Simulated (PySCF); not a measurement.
Cd(I)(OMe) (CH3CdIO), SMILES [O]([Cd][I])C.

Geometry: r2SCAN-D4/def2-SVP. The structure was generated by enumeration; whether it is a known compound was not checked. The def2 effective core potentials stand for the cores of Cd, I; spin–orbit coupling is left out. Other conformers were not sampled.

Two levels are set side by side: TDA-PBE/def2-SVPD (PySCF) and TDA-CAM-B3LYP/def2-SVPD (PySCF). Vertical, same geometry. The lowest singlet is HOMO→LUMO 100 % with PBE and HOMO→LUMO 92 % with the other functional; states are paired by order. Differences are taken from unrounded values.

| quantity | TDA-PBE |
|---|---|
| lowest singlet excitation (eV) | 3.25 |
| lowest triplet excitation (TDA) (eV) | 2.92 |
| first bright state (f over 0.05) (eV) | 4.29 |
| its oscillator strength | 0.11 |

These are the TDA-PBE values. What does TDA-CAM-B3LYP give? (An estimate is asked for; the answer gives what the named calculation found.)


```json
[
 {"quantity": "lowest singlet excitation (eV)", "TDA-CAM-B3LYP": "4.24", "TDA-PBE minus TDA-CAM-B3LYP": "-0.99"},
 {"quantity": "lowest triplet excitation (TDA) (eV)", "TDA-CAM-B3LYP": "3.87", "TDA-PBE minus TDA-CAM-B3LYP": "-0.95"},
 {"quantity": "first bright state (f over 0.05) (eV)", "TDA-CAM-B3LYP": "5.16", "TDA-PBE minus TDA-CAM-B3LYP": "-0.88"},
 {"quantity": "its oscillator strength", "TDA-CAM-B3LYP": "0.14", "TDA-PBE minus TDA-CAM-B3LYP": "-0.03"}
]
```

A lower first singlet is the usual sign of a functional without exact exchange. Differences between two approximate levels are no errors against the true value.

Rough cost on one machine, each run with all the roots and properties that it gave: TDA-CAM-B3LYP against TDA-PBE about 3 times.
